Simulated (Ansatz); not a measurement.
Steps of a relaxation of CH₆GeO₃ (`OC(O)[O][GeH3]`) with RKS PBE0-D4/def2-TZVP.

```sh
$ ansatz run in.yaml --threads 4 --pin off --events-out ev --progress --plain --max-ram 10444MiB
```

```yaml
crystal:
  periodic: [false, false, false]
  atoms:
    - {symbol: O, position_ang: [-1.106049, 0.038425, 0.831311]}
    - {symbol: C, position_ang: [0.115695, -0.686412, 0.785909]}
    - {symbol: O, position_ang: [-0.059619, -2.042249, 1.014566]}
    - {symbol: O, position_ang: [0.651578, -0.477488, -0.475712]}
    - {symbol: Ge, position_ang: [0.422076, 1.157745, -1.257515]}
    - {symbol: H, position_ang: [-1.446728, -0.014003, 1.744290]}
    - {symbol: H, position_ang: [0.804925, -0.338890, 1.598642]}
    - {symbol: H, position_ang: [-0.539846, -2.378949, 0.229569]}
    - {symbol: H, position_ang: [1.476321, 1.108830, -2.390990]}
    - {symbol: H, position_ang: [-1.005537, 1.309156, -1.834332]}
    - {symbol: H, position_ang: [0.752584, 2.266736, -0.224939]}
basis:
  gaussian: {orbitals: def2-TZVP}
hamiltonian: {xc: pbe0, dispersion: d4}
relax: {f_tol: 0.005, max_steps: 150}
```

Positions (Å) and forces (eV/Å) along the path, 11 of 11 steps:

```xyz
11
step=1 energy=-63782.7355 eV
O    -1.106    0.038    0.831    0.196   -0.352    0.687
C     0.116   -0.686    0.786    0.309    0.227    0.015
O    -0.060   -2.042    1.015   -0.397    0.238   -0.717
O     0.652   -0.477   -0.476   -0.348    0.382    0.330
Ge    0.422    1.158   -1.258    0.110   -0.273    0.107
H    -1.447   -0.014    1.744    0.209    0.035   -0.655
H     0.805   -0.339    1.599   -0.415   -0.156   -0.498
H    -0.540   -2.379    0.230    0.344    0.153    0.574
H     1.476    1.109   -2.391   -0.170    0.002    0.184
H    -1.006    1.309   -1.834    0.228   -0.056    0.125
H     0.753    2.267   -0.225   -0.065   -0.201   -0.153
11
step=2 energy=-63782.7740 eV
O    -1.102    0.040    0.829    0.128   -0.132    0.227
C     0.116   -0.675    0.777    0.073    0.060   -0.079
O    -0.062   -2.025    1.007   -0.120    0.105   -0.223
O     0.643   -0.472   -0.479   -0.146    0.199    0.151
Ge    0.427    1.153   -1.252    0.035   -0.223    0.079
H    -1.442   -0.019    1.731    0.034    0.014   -0.191
H     0.798   -0.326    1.575   -0.126   -0.049   -0.153
H    -0.535   -2.368    0.233    0.109    0.020    0.185
H     1.469    1.102   -2.377   -0.022    0.017    0.019
H    -0.996    1.292   -1.807    0.030    0.005    0.003
H     0.749    2.243   -0.217    0.004   -0.016   -0.018
11
step=3 energy=-63782.7796 eV
O    -1.103    0.037    0.836    0.034   -0.005   -0.007
C     0.113   -0.672    0.775   -0.018    0.003   -0.011
O    -0.061   -2.019    1.008    0.009    0.021    0.001
O     0.632   -0.468   -0.478   -0.030    0.054   -0.019
Ge    0.428    1.148   -1.250    0.016   -0.039    0.008
H    -1.444   -0.031    1.732   -0.027   -0.005    0.013
H     0.794   -0.321    1.563    0.024    0.006    0.021
H    -0.529   -2.370    0.241   -0.007   -0.039   -0.007
H     1.468    1.105   -2.376    0.010   -0.011   -0.008
H    -0.990    1.297   -1.809   -0.010    0.007   -0.001
H     0.758    2.237   -0.219   -0.001    0.006    0.011
11
step=4 energy=-63782.7802 eV
O    -1.112    0.031    0.847    0.028    0.031   -0.002
C     0.110   -0.665    0.777   -0.051   -0.062   -0.104
O    -0.052   -2.014    1.012    0.036   -0.009    0.082
O     0.610   -0.461   -0.483    0.038    0.004    0.012
Ge    0.434    1.154   -1.257   -0.006   -0.001    0.005
H    -1.465   -0.067    1.735   -0.016   -0.007    0.040
H     0.800   -0.311    1.558   -0.024    0.012   -0.013
H    -0.524   -2.380    0.254   -0.003    0.027   -0.026
H     1.472    1.094   -2.384    0.003   -0.005    0.003
H    -0.983    1.323   -1.813   -0.010    0.007   -0.003
H     0.776    2.240   -0.226    0.006    0.003    0.006
11
step=5 energy=-63782.7808 eV
O    -1.114    0.030    0.845   -0.016    0.007    0.002
C     0.107   -0.666    0.773    0.013   -0.002   -0.001
O    -0.049   -2.014    1.015    0.000   -0.009    0.013
O     0.610   -0.462   -0.486   -0.006   -0.028    0.010
Ge    0.433    1.154   -1.256    0.002    0.010   -0.002
H    -1.465   -0.066    1.735    0.007   -0.005   -0.007
H     0.795   -0.306    1.553   -0.002    0.008   -0.002
H    -0.518   -2.383    0.257    0.002    0.009   -0.008
H     1.472    1.089   -2.382   -0.006    0.007   -0.001
H    -0.985    1.329   -1.810    0.003    0.003   -0.002
H     0.779    2.237   -0.222    0.003    0.000   -0.001
11
step=6 energy=-63782.7809 eV
O    -1.118    0.027    0.843   -0.014   -0.001    0.001
C     0.105   -0.665    0.773    0.015    0.013    0.018
O    -0.046   -2.013    1.019   -0.006   -0.003   -0.008
O     0.607   -0.464   -0.487   -0.008   -0.011   -0.009
Ge    0.434    1.154   -1.256   -0.002    0.007   -0.004
H    -1.469   -0.070    1.733    0.008   -0.003   -0.010
H     0.792   -0.300    1.551   -0.002    0.003   -0.002
H    -0.513   -2.386    0.261    0.005    0.005    0.003
H     1.468    1.090   -2.387    0.002   -0.004    0.002
H    -0.984    1.337   -1.807    0.001   -0.002    0.006
H     0.789    2.234   -0.222    0.001   -0.005    0.003
11
step=7 energy=-63782.7811 eV
O    -1.126    0.022    0.838   -0.002    0.002   -0.008
C     0.101   -0.663    0.768   -0.006   -0.007    0.002
O    -0.041   -2.010    1.026    0.010   -0.006    0.008
O     0.595   -0.471   -0.497   -0.007    0.001    0.002
Ge    0.435    1.153   -1.255    0.000   -0.002   -0.002
H    -1.470   -0.066    1.731   -0.001   -0.004    0.000
H     0.788   -0.286    1.540    0.001   -0.005   -0.005
H    -0.499   -2.395    0.269    0.000    0.015    0.000
H     1.467    1.090   -2.388    0.000    0.000    0.003
H    -0.983    1.350   -1.802   -0.002    0.001    0.000
H     0.798    2.219   -0.210    0.005    0.005   -0.001
11
step=8 energy=-63782.7812 eV
O    -1.136    0.014    0.835    0.002   -0.005   -0.002
C     0.097   -0.661    0.767   -0.002    0.002    0.007
O    -0.033   -2.007    1.033    0.001   -0.002   -0.005
O     0.586   -0.472   -0.500   -0.002    0.011   -0.003
Ge    0.437    1.155   -1.256    0.007   -0.006    0.001
H    -1.481   -0.081    1.728    0.001   -0.001    0.000
H     0.783   -0.274    1.535   -0.005   -0.004   -0.005
H    -0.489   -2.399    0.278    0.002    0.010    0.006
H     1.464    1.085   -2.392   -0.005   -0.003   -0.004
H    -0.983    1.367   -1.793    0.007    0.001    0.003
H     0.820    2.216   -0.212   -0.007   -0.003    0.002
11
step=9 energy=-63782.7813 eV
O    -1.140    0.011    0.834    0.001   -0.007    0.003
C     0.096   -0.660    0.766    0.002    0.010    0.012
O    -0.028   -2.006    1.035   -0.005    0.001   -0.011
O     0.584   -0.471   -0.501    0.003    0.006   -0.007
Ge    0.440    1.156   -1.256   -0.012   -0.006    0.000
H    -1.488   -0.089    1.725    0.004    0.001   -0.003
H     0.780   -0.268    1.534   -0.004    0.000   -0.002
H    -0.485   -2.400    0.282    0.001    0.000    0.005
H     1.459    1.080   -2.399    0.003    0.002    0.006
H    -0.980    1.376   -1.787    0.003   -0.001    0.001
H     0.827    2.215   -0.211    0.004   -0.006   -0.005
11
step=10 energy=-63782.7813 eV
O    -1.142    0.006    0.835   -0.001    0.012    0.002
C     0.095   -0.659    0.767   -0.003   -0.020   -0.015
O    -0.026   -2.006    1.033    0.008    0.004    0.011
O     0.583   -0.470   -0.501   -0.003   -0.004    0.009
Ge    0.440    1.157   -1.257    0.002    0.003    0.003
H    -1.486   -0.090    1.728    0.000    0.000   -0.004
H     0.779   -0.267    1.534   -0.002   -0.002   -0.003
H    -0.487   -2.399    0.282    0.000    0.003   -0.002
H     1.462    1.080   -2.398    0.000    0.001   -0.001
H    -0.980    1.377   -1.790   -0.003    0.000    0.000
H     0.829    2.214   -0.213    0.000    0.004    0.001
11
step=11 energy=-63782.7813 eV
O    -1.141    0.009    0.833    0.000    0.000   -0.001
C     0.096   -0.660    0.766    0.003    0.001    0.001
O    -0.027   -2.006    1.035   -0.002   -0.003   -0.001
O     0.584   -0.471   -0.501   -0.001    0.001   -0.001
Ge    0.439    1.156   -1.256    0.001    0.000    0.000
H    -1.486   -0.088    1.726   -0.001    0.000    0.001
H     0.780   -0.268    1.533   -0.001    0.001    0.000
H    -0.487   -2.400    0.283    0.001    0.001    0.001
H     1.461    1.082   -2.397    0.000    0.000    0.000
H    -0.981    1.375   -1.788    0.000    0.000    0.000
H     0.827    2.214   -0.211    0.000    0.000    0.000
```

Hardware: 4 threads of an Arm Neoverse V1 on a shared host. Wall time 51 s, peak host memory 0.6 GiB.
